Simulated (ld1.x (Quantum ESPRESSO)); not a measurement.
**Before and after: RRKJ potential for calcium (Ca)**

* Element: calcium (Ca)
* Generator: ld1.x (Quantum ESPRESSO) 7.5
* Type: norm-conserving RRKJ (Kleinman–Bylander form)
* Functional: PBE
* Relativity: scalar-relativistic
* Frozen core: [Ar]
* Valence charge: 2
* Reference configuration: 3d0 4s1 4p1
* Partial waves: 4p (bound): rc 4.20 bohr; 3d (bound, empty): rc 2.95 bohr; 4s (bound): rc 2.75 bohr
* Local potential: the s channel
* Core correction: Bessel-smoothed model core inside 1.55 bohr
* rho0: 0.005

All-electron outer shells of the reference configuration (PBE, scalar-relativistic, ld1.x):

```tsv
shell	level (eV)	outermost node (bohr)	outermost maximum (bohr)
3s	-48.45	0.45	0.99
3p	-29.35	0.42	1.04
4s	-4.42	1.42	3.33
3d	-3.03	–	1.26
4p	-1.94	1.62	4.28
```

Change: all radii but the core radius scaled by about 1.26 (s 3.46, p 5.30, d 3.72 bohr).

Cutoffs: the cutoffs (Ry, on a coarse ladder) from which the occupation-weighted sum of valence levels, in a spherical-Bessel basis at the reference potential, stays within 10 and 1 mRy of its value at 400 Ry; they do not see the model core or the augmentation charge, which bear on the density cutoff. Errors are all-electron minus pseudo energies relative to the spin-unpolarised reference configuration.

Problem. What does the change do?

Solution. Both files are very soft, the changed one slightly softer (loose and tight cutoff 6 and 10 Ry → 6 and 8 Ry on this coarse ladder); of the 7 tests that both files solve, the error grows in 4 and shrinks in 2 by more than 15 % and 0.3 meV (median size 8.3 → 7.9 meV); neither file shows a bound ghost.

| quantity | base | changed |
| --- | --- | --- |
| cutoff, loose | 6 Ry | 6 Ry |
| cutoff, tight | 10 Ry | 8 Ry |
| bound ghosts | none | none |
| error for 3d0 4s2 4p0, meV [ΔE -2.42 eV] | -7.8 | -6.2 |
| error for 3d0 4s1 4p0, meV [ΔE 3.89 eV] | +1.7 | +3.5 |
| error for 3d0 4s1.5 4p0, meV [ΔE 0.08 eV] | -4.1 | -2.3 |
| error for 3d1 4s0 4p0, meV [ΔE 5.27 eV] | -46 | +232 |
| error for 3d1 4s1 4p0, meV [ΔE -0.14 eV] | -54 | +125 |
| error for 3d0 4s0 4p1, meV [ΔE 6.94 eV] | -8.3 | -7.9 |
| error for 3d0.5 4s1.5 4p0, meV [ΔE -1.37 eV] | -28 | +42 |

Base: The cutoffs count occupied waves only; the empty 3d level needs 18 Ry at the loose tolerance. Changed file: The cutoffs count occupied waves only; the empty 3d level needs 10 Ry at the loose tolerance.
